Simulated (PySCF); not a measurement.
B(F)(H)(SH), H2BFS, SMILES FBS, B3LYP/def2-SVP optimised geometry. Atoms within 1.6 Å of the plane z = 0.0 Å (x, y, z in Å): B1 (-0.11, 0.60, 0.00), F2 (-0.76, 1.75, 0.00), H3 (1.09, 0.60, 0.00), S4 (-1.09, -0.92, 0.00), H5 (-0.03, -1.75, 0.00).

Calculation: B3LYP/def2-TZVP run with PySCF. Cells within 0.4 Å of a nucleus heavier than hydrogen are left out (blank, or x).

Map of the electron localisation function on the plane z = 0.0 Å:

```
|000000000000000000000000000|
|000000000000000000000000000|
|000000000000000000000000000|
|000000000122210000000000000|
|000000012455531000000000000|
|000000025678752000000000000|
|000000147888862000000000000|
|0000002588xx862003663000000|
|0000002578xx861269998200000|
|000000035788843899999700000|
|000000001355xx4999999810000|
|000000000121xx1999999920000|
|000000012465xx3999999810000|
|000012445789845899999600000|
|000135775348863368997200000|
|000257881xx1641001221000000|
|000368980xx0553100000000000|
|000378991xx2898610000000000|
|000368898338999961000000000|
|000257887679999994000000000|
|000024665558999996000000000|
|000012332236999983000000000|
|000000110013689850000000000|
|000000000000245300000000000|
|000000000000000000000000000|
|000000000000000000000000000|
|000000000000000000000000000|
```
Scale: ten equal steps from 0.000 (start of '0') to 1.000 (end of '9'), in the order '0123456789'; x runs from -4.00 to 4.00, y from -4.00 (bottom) to 4.00 (top).
